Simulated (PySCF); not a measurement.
**Correlation energy of Mg (magnesium, neutral)**

[Ne] 3s1 4s1, high-spin 3S determinant (an excited configuration). Computed with PySCF 2.14 in aug-cc-pVDZ-DK (5s4p2d, 27 functions), with scalar relativity by spin-free X2C-1e. Frozen: [Ne]; 2 electrons correlated.

With two correlated electrons CCSD is exact within the correlated space (frozen core and kept virtual orbitals).

```tsv
level	correlation energy (mhartree)
CCSD	-4.18
```

Diagnostics: T1 = 0.011, D1 = 0.0222, largest double amplitude 0.055.

Problem. Is a single reference adequate?

Solution. Yes: T1 lies below 0.03 and no double amplitude reaches 0.07.
